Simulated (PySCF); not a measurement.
Bonds (- single, = double, # triple, : aromatic): C1-C2 1.504 Å, C2=C3 1.310 Å, C3=C4 1.285 Å, C4-C5 1.498 Å, C4-C6 1.603 Å, C6=O7 1.228 Å, C6-O8 1.230 Å. C1 carries H9, H10, H11; C2 carries H12; C5 carries H13, H14, H15. Formal charges: O8 -1.

Total charge -1.

Geometry: GFN2-xTB; GIAO absolute shieldings from PySCF 2.14, gas phase, non-relativistic, averaged over equivalent atoms.

At B3LYP/pcseg-1 (147 basis functions, 21 s wall time on 1 thread of an Intel Xeon, shared host):
| atoms | σ (ppm) |
| --- | --- |
| C3 | -8.1 |
| C6 | 30.1 |
| C4 | 79.2 |
| C2 | 116.6 |
| C5 | 169.9 |
| C1 | 170.2 |
| O7/O8 | 15.0 |
| H12 | 27.62 |
| H13/H14/H15 | 30.01 |
| H9/H10/H11 | 30.25 |

**Question.** What do these become at HCTH407/pcSseg-1?

**Answer.** 
| atoms | σ at HCTH407/pcSseg-1 | change |
| --- | --- | --- |
| C3 | -13.6 | -5.5 |
| C6 | 25.6 | -4.5 |
| C4 | 78.7 | -0.5 |
| C2 | 110.5 | -6.1 |
| C5 | 160.8 | -9.1 |
| C1 | 161.7 | -8.5 |
| O7/O8 | -10.8 | -25.8 |
| H12 | 27.25 | -0.37 |
| H13/H14/H15 | 29.72 | -0.29 |
| H9/H10/H11 | 29.98 | -0.27 |

The largest change is at O7/O8 (carboxylate oxygen). Cost: 171 basis functions, 43 s wall time on 1 thread of an Intel Xeon, shared host. The order of the carbon signals is the same at both levels.
